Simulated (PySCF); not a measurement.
BMe2(nPr), C5H13B.
Bonds: B1–C2, B1–C6, B1–C10, C10–C11, C11–C12. Hydrogens: H3, H4, H5 on C2; H7, H8, H9 on C6; H13, H14 on C10; H15, H16 on C11; H17, H18, H19 on C12.

Method: PBE0-D3(BJ)/def2-SVP geometry optimisation, gas phase (PySCF 2.14.0).

Entries marked ? are missing. Bonds in one row agree within 0.01 Å.

```
               coordinate    value
             B1–C2, B1–C6        ?
                   B1–C10  1.579 Å
   C2–H3 and 5 like bonds  1.103 Å
                  C10–C11        ?
         C10–H13, C10–H14  1.104 Å
                  C11–C12        ?
         C11–H15, C11–H16  1.105 Å
C12–H17, C12–H18, C12–H19  1.102 Å
                 C2–B1–C6   120.0°
                C2–B1–C10        ?
                C6–B1–C10        ?
               B1–C10–C11        ?
              C10–C11–C12        ?
```

Question: Fill in the missing values.

Answer: 
- B1–C2, B1–C6 = 1.573 Å (ends: boron bonded to 3 C; carbon bonded to B and 3 H); 0.03 Å below the sum of covalent radii, 1.60 Å.
- C10–C11 = 1.538 Å (ends: carbon bonded to B, C and 2 H; carbon bonded to 2 C and 2 H); 0.02 Å above the sum of covalent radii, 1.52 Å.
- C11–C12 = 1.522 Å (ends: carbon bonded to 2 C and 2 H; carbon bonded to C and 3 H); equal to the sum of covalent radii, 1.52 Å.
- C2–B1–C10 = 120.6°, at the boron bonded to 3 C; the outer atoms are 2.739 Å apart.
- C6–B1–C10 = 119.4°, at the boron bonded to 3 C; the outer atoms are 2.722 Å apart.
- B1–C10–C11 = 109.0°, at the carbon bonded to B, C and 2 H; the outer atoms are 2.539 Å apart.
- C10–C11–C12 = 113.5°, at the carbon bonded to 2 C and 2 H; the outer atoms are 2.559 Å apart.

Radii are Cordero's, carbon taken as 0.76, 0.73 or 0.69 Å for four, three, and two or fewer neighbours.

PBE0-D3(BJ)/def2-SVP frequencies: not computed here. One conformer, not necessarily the lowest (C2–B1–C10–C11 -78°, B1–C10–C11–C12 179°).

Hardware: Intel Xeon Platinum 8259CL at 2.50 GHz, one thread, shared host. Cost: 58 s of wall time, 0.58 GiB resident at most. This is the geometry optimisation.
